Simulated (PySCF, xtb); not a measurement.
HS2, SMILES S[S] (connectivity only; charge and spin as stated), charge -1, multiplicity 1.

Geometry: B3LYP-D3(BJ)/def2-TZVPD. The multiplicity is an assumed one; other spin states were not compared. The isomer is the one that the SMILES or the coordinates give; other isomers of the formula were not compared.

Method: IEF-PCM-ωB97X/def2-TZVPD in PySCF.

The values are the electrostatic part of the solvation free energy, E(continuum) − E(gas) at the gas-phase geometry, in a cavity of scaled van der Waals radii (PySCF's table); cavitation and dispersion terms are not included. In vacuum the orbital gap is 6.87 eV.

```json
[
 {"solvent": "water", "ε": "78.36", "ΔG(elec) (kcal/mol)": "-62.1", "gap (eV)": "8.65"},
 {"solvent": "1-octanol", "ε": "9.86", "ΔG(elec) (kcal/mol)": "…", "gap (eV)": "…"},
 {"solvent": "ethanol", "ε": "24.85", "ΔG(elec) (kcal/mol)": "-60.2", "gap (eV)": "8.61"}
]
```

Some entries are withheld; supply them. (The exact figures need the calculation; the answer reports its results.)


- 1-octanol, ΔG(elec) (kcal/mol): -56.1
- 1-octanol, gap (eV): 8.51

For comparison, GFN2-xTB/ALPB(water) (xtb, at the GFN2-xTB geometry, all terms of that model) gives -59.1 kcal/mol.
